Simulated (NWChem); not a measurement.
## Correlation energy of 1,1,1,2-tetrafluoroethane (C$_{2}$H$_{2}$F$_{4}$)

SMILES: FCC(F)(F)F
```xyz
8

F      1.0611    -1.6289     0.0000
C     -0.2105    -1.1548     0.0000
C     -0.1972     0.3586     0.0000
F      0.4164     0.8438     1.0759
F      0.4164     0.8438    -1.0759
F     -1.4562     0.8049     0.0000
H     -0.7469    -1.4971     0.8994
H     -0.7469    -1.4971    -0.8994
```
Charge 0, spin multiplicity 1.

The numbers come from NWChem runs, not from measurements. The geometry was optimised at PBE0/def2-SVP, a minimum by its harmonic frequencies.

Basis set: STO-3G. Each correlation energy counts from its own Hartree-Fock reference.

```tsv
method	correlation energy (mHa)	difference from CCSD(T)
MP2	-156.1	+48.6
SCS-MP2	-167.9	+36.8
CR-CCSD[T]	-204.8	-0.1
CR-CCSD(T)	-204.2	+0.5
CCSD	-199.7	+5.0
CCSD+T(CCSD)	-205.4	-0.7
CCSD(T)	-204.7	0.0
CCSDT	-205.8	-1.1
```

The values span 49.7 mHa, from CCSDT (lowest) to MP2 (highest). 

The correlated methods keep 6 core orbitals frozen. Differences from the coupled-cluster row are differences between methods, not errors against experiment.
